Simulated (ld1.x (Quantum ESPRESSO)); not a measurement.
# Before and after: TM potential for Pt

Pt, norm-conserving Troullier–Martins (Kleinman–Bylander form), made with ld1.x (Quantum ESPRESSO) 7.5 (PBE, scalar-relativistic). Core [Kr] 4d10 4f14 5s2, reference 5p6 5d8 6s0 6p0 (charge +2). Waves: 6s (bound, empty): rc 1.70 bohr; 5p (bound): rc 1.00 bohr; 5d (bound): rc 2.10 bohr; 5f channel at -0.15 Ry: rc 2.20 bohr. Local part: all-electron potential smoothed inside 1.35 bohr (lloc = -1). Core correction: a·sin(br)/r model core inside 0.85 bohr.

Change: core [Xe] 4f14, valence charge 10; reference 5d9 6s0 6p0; waves now 6s (bound): rc 2.40 bohr; 6p (bound): rc 2.50 bohr; 5d (bound): rc 2.20 bohr; 5f channel at -0.15 Ry: rc 2.20 bohr; local potential all-electron potential smoothed inside 2.20 bohr (lloc = -2); core correction none.

Cutoffs: the cutoffs (Ry, on a coarse ladder) from which the occupation-weighted sum of valence levels, in a spherical-Bessel basis at the reference potential, stays within 10 and 1 mRy of its value at 400 Ry; they do not see the model core or the augmentation charge, which bear on the density cutoff. Errors are all-electron minus pseudo energies relative to the spin-unpolarised reference configuration.

Problem. What does the change do?

Solution. The potential gets softer (140 Ry and 230 Ry → 40 Ry and 45 Ry); the bound ghost in s disappears. The shells moved into the core no longer need plane waves of their own. Several settings change at once here, so the effects cannot be laid on one of them.

| quantity | base | changed |
| --- | --- | --- |
| cutoff, loose | 140 Ry | 40 Ry |
| cutoff, tight | 230 Ry | 45 Ry |
| bound ghosts | s | none |
| largest error over its own tests, meV | +19 | -159 |

 A true bound ghost makes a file unfit for plane-wave use even where its test errors are small: the radial tests pick states by their node count and pass the ghost by.
